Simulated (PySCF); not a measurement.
Calculation: TPSSh-D3(BJ)/def2-TZVP // TPSS-D3(BJ)/def2-SVP run with PySCF 2.14.0. All species are isolated molecules in the gas phase. One relaxed conformer stands for a flexible species; it need not be the lowest. 

Reference species: [W(OH)6] (neutral, multiplicity 1).

The coordination number is 6 and the HOMO–LUMO gap comes out as 4.73 eV. The mean distance from the central atom to its bonded neighbours comes out as 1.936 Å.

After one change: the coordination number hardly moves; the HOMO–LUMO gap goes up by 1.06 eV; the mean distance from the central atom to its bonded neighbours decreases by 0.062 Å.

Name the change that produced these shifts. The new species is one of these.
(A) [W(F)4(OH)2]
(B) [W(F)(OH)5]
(C) [W(F)6]
(D) [W(F)3(OH)3]

A, [W(F)4(OH)2]
